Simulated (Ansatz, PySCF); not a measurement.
Si(H)(NHSiH3)(Me)2 (C₂H₁₁NSi₂), SMILES N([SiH](C)C)[SiH3].

Geometry optimised at B3LYP-D3(BJ)/def2-SVP. The values are those of a single conformer.

Vertical ionisation energy (IE) and electron affinity (EA) in eV. Rows of orbital energies are one-electron estimates. Where ΔSCF, EOM or ADC give a negative EA the extra electron is unbound and the value depends on the basis.

| level | IE | EA |
|---|---|---|
| −ε(HOMO), −ε(LUMO), ωB97X/def2-TZVP (PySCF) | 9.59 | -2.33 |
| −ε(HOMO), −ε(LUMO), PBE/def2-TZVP (PySCF) | [?] | [?] |
| ΔSCF, CAM-B3LYP/def2-SVPD (Ansatz), final states of multiplicity 2 and 2 | 9.22 | -1.56 |
| ΔSCF, PBE/def2-SVPD (Ansatz), final states of multiplicity 2 and 2 | 8.72 | -1.19 |

Problem. Some entries are withheld; supply them. (An estimate is asked for; the answer gives what the named calculation found.)

Solution. 
- −ε(HOMO), −ε(LUMO), PBE/def2-TZVP (PySCF), IE: 5.87
- −ε(HOMO), −ε(LUMO), PBE/def2-TZVP (PySCF), EA: 0.48

Problem. What vertical singlet–triplet gap does ΔSCF give with CAM-B3LYP/def2-SVPD (Ansatz, a quantum-chemistry and plane-wave program) and with PBE/def2-SVPD (Ansatz)? (An estimate is asked for; the answer gives what the named calculation found.)

Solution. 6.03 and 5.35 eV (triplet above singlet where positive).
